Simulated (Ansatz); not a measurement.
def2 core potentials replace the inner electrons of Bi.

Species: C₂H₅BiO₂, SMILES `C=[CH][Bi]([OH])[OH]` (charge 0, multiplicity 1).

### Question
Give a relaxed geometry from PBE0-D3(BJ)/def2-SVP in Ansatz (a first-principles code).

### Answer
This is not unique; one that fits is the end point of this relaxation, one of several conformers (outside a Z-matrix the atoms follow the SMILES, hydrogens last).
Bonded distances (Å): C1–C2 1.334, C1–H6 1.097, C1–H7 1.098, C2–Bi3 2.259, C2–H8 1.098, Bi3–O4 2.097, Bi3–O5 2.104, O4–H9 0.966, O5–H10 0.967. Angles (°): C2–C1–H6 122.3, C2–C1–H7 120.3, H6–C1–H7 117.5, C1–C2–Bi3 118.6, C1–C2–H8 121.2, Bi3–C2–H8 120.2, C2–Bi3–O4 93.9, C2–Bi3–O5 92.0, O4–Bi3–O5 96.0, Bi3–O4–H9 108.5, Bi3–O5–H10 107.4.
